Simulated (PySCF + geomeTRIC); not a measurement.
Species: H3O3Si, SMILES `O[Si](O)O` (charge 0, multiplicity 2).

Problem. Give a relaxed geometry from M06-2X/def2-TZVP (PySCF + geomeTRIC).

Solution. One answer among several that fit: the end point of this relaxation, one of several conformers (outside a Z-matrix the atoms follow the SMILES, hydrogens last).
Cartesian coordinates (Å) in one orientation:
```xyz
7

O     -0.744     1.453     0.535
Si     0.066     0.069     0.849
O     -0.703    -1.290     0.337
O      1.461     0.136    -0.008
H     -0.476     1.960    -0.238
H     -1.513    -1.552     0.779
H      1.885    -0.697    -0.229
```
